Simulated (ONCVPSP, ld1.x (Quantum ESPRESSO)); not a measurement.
**Potentials for Li compared**

Generated with ld1.x 7.5 (TM, RRKJ, ultrasoft, PAW), atompaw 4.2 or ONCVPSP 4.0.1. The cutoff is in Ry: for ld1.x and atompaw files where the sum of valence levels is converged to 10 mRy in a Bessel basis, for ONCV files where the hardest occupied wave has 1 mHa per electron of residual kinetic energy. The error is the largest all-electron minus pseudo excitation energy over each file’s own four to seven test configurations (ionisations up to +4, promotions, holes and added fractions of an electron), all of which were solved. The labels leave out finer settings (local radius, basis sizes, second energies), which also bear on the numbers. Spin-polarised tests are not counted. The rows are a selection from randomly drawn settings: files with unsolved tests, undetermined cutoffs or missed reference levels are left out.

```csv
potential,cutoff (Ry),largest error (meV),bound ghosts
"ONCV, PBEsol, non-relativistic, rc 0.45/0.45/0.40 (spd), local smoothed, core correction no, reference 1s2, qcut 13.2/20.2/28.5, projectors 2/3/2",1261,+57,none
"TM, revPBE, scalar-relativistic, rc 2.20/4.20/4.10 (spd), local d, core correction yes, reference 2s1 2p0",6,-8.2,none
"ONCV, PBE, scalar-relativistic, rc 1.15/1.05 (sp), local smoothed, core correction no, reference 1s2 2s1, qcut 13.5/6.9, projectors 2/1",95,+688,none
"ONCV, PBE, scalar-relativistic, rc 1.25/4.00/3.30 (spd), local smoothed, core correction no, reference 1s2 2s0.5 2p0.5, qcut 11.1/2.4/2.8, projectors 2/3/2",78,+996,none
"ONCV, PBE, non-relativistic, rc 0.95/4.00 (sp), local smoothed, core correction no, reference 1s2 2s0.75 2p0.25, qcut 16.2/1.7, projectors 2/1",137,+348,none
```

Problem. Fill in the row for Li: ONCV, LDA (Perdew-Wang 92), scalar-relativistic, rc 0.60/0.55/0.60 (spd), local smoothed, core correction no, reference 1s2, qcut 20.2/17.9/18.6, projectors 2/2/2.

Solution. cutoff 239 Ry, largest error +64 meV, bound ghosts: none.
